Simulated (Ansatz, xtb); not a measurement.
## C6H8N2: which of two isomers lies lower

Structure a is `C=C1C=CC(N)=CN1`, a singlet and structure b is `[H]/N=C1\C=CC(C)=NC1`, a singlet. Both are isolated molecules in the gas phase, relaxed with r2SCAN-D4/def2-SVP; the shapes shown needn't be the lowest conformers.

a (Å):

```json
{"atom": "C", "x (Å)": "-1.0535", "y (Å)": "-2.3731", "z (Å)": "-2.1653"}
{"atom": "C", "x (Å)": "-0.6568", "y (Å)": "-1.3472", "z (Å)": "-1.3570"}
{"atom": "C", "x (Å)": "-1.5672", "y (Å)": "-0.4366", "z (Å)": "-0.6880"}
{"atom": "C", "x (Å)": "-1.1308", "y (Å)": "0.5750", "z (Å)": "0.1112"}
{"atom": "C", "x (Å)": "0.2777", "y (Å)": "0.8142", "z (Å)": "0.3252"}
{"atom": "C", "x (Å)": "1.1451", "y (Å)": "-0.0341", "z (Å)": "-0.3068"}
{"atom": "N", "x (Å)": "0.6717", "y (Å)": "1.8262", "z (Å)": "1.2162"}
{"atom": "N", "x (Å)": "0.6877", "y (Å)": "-1.0746", "z (Å)": "-1.0871"}
{"atom": "H", "x (Å)": "-0.3318", "y (Å)": "-3.0376", "z (Å)": "-2.6467"}
{"atom": "H", "x (Å)": "-2.1154", "y (Å)": "-2.5468", "z (Å)": "-2.3374"}
{"atom": "H", "x (Å)": "-2.6363", "y (Å)": "-0.6000", "z (Å)": "-0.8435"}
{"atom": "H", "x (Å)": "-1.8530", "y (Å)": "1.2253", "z (Å)": "0.6162"}
{"atom": "H", "x (Å)": "0.1542", "y (Å)": "2.6919", "z (Å)": "1.0777"}
{"atom": "H", "x (Å)": "1.6675", "y (Å)": "2.0260", "z (Å)": "1.1790"}
{"atom": "H", "x (Å)": "2.2312", "y (Å)": "0.0483", "z (Å)": "-0.2159"}
{"atom": "H", "x (Å)": "1.3749", "y (Å)": "-1.6785", "z (Å)": "-1.5208"}
```

b (Å):

```xyz
16

C    -1.3538   -2.4073   -1.2832
C    -0.7765   -1.0932   -0.8411
C    -0.9737    1.0156    0.1928
C     0.5249    1.2404    0.1110
C     1.2597    0.2797   -0.7123
C     0.6409   -0.8356   -1.1609
N    -1.5227   -0.2568   -0.2140
N     1.0424    2.2324    0.7415
H    -2.4065   -2.4722   -0.9812
H    -1.2804   -2.5159   -2.3786
H    -0.7936   -3.2488   -0.8413
H    -1.3156    1.2466    1.2165
H    -1.4647    1.7908   -0.4306
H     2.0517    2.2767    0.5476
H     2.3226    0.4662   -0.9078
H     1.1858   -1.5822   -1.7493
```

Problem. Which of the two would you expect CCSD(T)/def2-SVP + ΔMP2/def2-TZVPP electronic energies to favour?

Solution. Structure b; the calculation gives E(b) − E(a) = −3.0 kcal/mol.

How the difference moves with the method:

```
                             level            geometry  E(b) − E(a) (kcal/mol)  departure from the last row (kcal/mol)  job, with rough time for the two
                          GFN2-xTB            GFN2-xTB                      +3.4                                    +6.4              optimisation, 0.12 s
                         HF/STO-3G            GFN2-xTB                     −13.1                                   −10.1              single point, 0.64 s
      r2SCAN-D4/def2-SVP//GFN2-xTB            GFN2-xTB                      +5.8                                    +8.9               single point, 8.7 s
                r2SCAN-D4/def2-SVP  r2SCAN-D4/def2-SVP                      +4.2                                    +7.2             optimisation, 2.5 min
                       HF/def2-SVP  r2SCAN-D4/def2-SVP                      −3.2                                    −0.2           part of the CCSD(T) run
                      MP2/def2-SVP  r2SCAN-D4/def2-SVP                      −1.5                                    +1.5           part of the CCSD(T) run
                  CCSD(T)/def2-SVP  r2SCAN-D4/def2-SVP                      −4.8                                    −1.7                      single point
CCSD(T)/def2-SVP + ΔMP2/def2-TZVPP  r2SCAN-D4/def2-SVP                      −3.0                                                     single point, 3.9 min
```

As drawn, b has 2 C=N, 2 C–C, 2 C–H in place of 2 C=C, 2 C–N, 2 N–H.

GFN2-xTB, r2SCAN-D4/def2-SVP//GFN2-xTB, r2SCAN-D4/def2-SVP put the two in the other order. The largest departure from CCSD(T)/def2-SVP + ΔMP2/def2-TZVPP is that of HF/STO-3G, 10.1 kcal/mol. The last row adds to CCSD(T) the change of the MP2 difference between the two basis sets, here +1.7 kcal/mol.

With thermal terms from frequencies at re-optimised GFN2-xTB minima (ideal gas, soft modes damped towards free rotors, one conformer each, 298.15 K, 1 atm): on the last row, ΔE + ΔZPE = −3.3, ΔH = −3.2, ΔG = −3.8 kcal/mol.

The correlated steps freeze 8 core orbitals. Programs: Ansatz 0.2.0, xtb 6.7.1; the last row on 2 threads of Arm Neoverse V2 on a shared host.
